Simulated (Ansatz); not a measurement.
Reaction (cleavage of the Si–Ge bond): `[SiH3][Ge]([Cl])([Cl])[Cl]` + NH₃ → `N[SiH3]` + `[Cl][GeH]([Cl])[Cl]`

Program: Ansatz. Geometries: PBE0-D4/def2-TZVP. ΔE: electronic, gas phase. CCSD(T)/CBS is the MP2 limit (def2-TZVPP, def2-QZVPP) plus CCSD(T) − MP2 in def2-TZVPP, frozen cores. This one scheme is used for every species. For Ge outer-core shells are correlated without core-valence functions, which leaves a few kJ/mol of doubt a bond. Scalar relativity is left out up to krypton.

`[SiH3][Ge]([Cl])([Cl])[Cl]`:

Cartesian coordinates in Å:
```
Si 0.494 0.608 -1.069
Ge -0.395 -0.484 0.854
Cl 0.730 -2.235 1.366
Cl -0.384 0.792 2.575
Cl -2.422 -1.108 0.549
H 0.439 -0.361 -2.189
H 1.889 0.993 -0.752
H -0.352 1.795 -1.334
```

NH₃:

```xyz
4

N    -0.226    0.157   -0.058
H     0.254   -0.135   -0.900
H     0.445    0.661    0.508
H    -0.473   -0.683    0.450
```

`N[SiH3]`:

Z-matrix (Å, degrees):
```
Si
N 1 1.720
H 1 1.486 2 107.9
H 1 1.494 2 116.0 3 -120.3
H 1 1.486 2 107.9 3 119.4
H 2 1.007 1 119.6 3 -168.6
H 2 1.007 1 119.6 3 49.2
```

`[Cl][GeH]([Cl])[Cl]`:

Z-matrix (Å, degrees):
```
Ge
Cl 1 2.126
Cl 1 2.126 2 108.5
Cl 1 2.126 2 108.5 3 -117.6
H 1 1.525 2 110.4 3 121.2
```

```json
{"species": "`[SiH3][Ge]([Cl])([Cl])[Cl]`", "CCSD(T)/CBS(def2) energy (Eh)": "-3746.46107"}
{"species": "NH₃", "CCSD(T)/CBS(def2) energy (Eh)": "-56.50880"}
{"species": "`N[SiH3]`", "CCSD(T)/CBS(def2) energy (Eh)": "-346.80422"}
{"species": "`[Cl][GeH]([Cl])[Cl]`", "CCSD(T)/CBS(def2) energy (Eh)": "-3456.16971"}
```

Q: Work out ΔE.

A: ΔE = (-346.80422) + (-3456.16971) − (-3746.46107) − (-56.50880) = -0.00406 Eh = -0.11 eV.

Largest T1 diagnostic among the species: 0.010.

From r2SCAN to r2SCAN0 (25 % exact exchange), in def2-TZVPP and without D4, ΔE moves by −0.04 eV. In def2-TZVPP, CCSD(T) changes the Hartree–Fock value by +0.23 eV (the triples alone add +0.04 eV) and MP2 by +0.20 eV.
